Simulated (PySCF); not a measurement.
Computed with TPSSh-D3(BJ)/def2-TZVP // PBE-D3(BJ)/def2-SVP (PySCF). Gas-phase values, no solvent. 

Reference species: [Hf(F)4] (neutral, multiplicity 1).

```json
{
 "charge on the central atom (Mulliken)": "1.70 e",
 "mean_distance_from_the_central_atom_to_its_bonded_neighbours": "1.915 Å",
 "LUMO": "-1.21 eV"
}
```

After one change: the charge on the central atom (Mulliken) drops by 0.29 e; the mean distance from the central atom to its bonded neighbours falls by 0.020 Å; the LUMO falls by 0.55 eV.

Task: Name the change that produced these shifts. The new species is one of these.
A. [Hf(H)4]
B. [Hf(F)(H)3]
C. [Hf(F)3(H)]
D. [Hf(F)2(H)2]

Result: C, [Hf(F)3(H)]
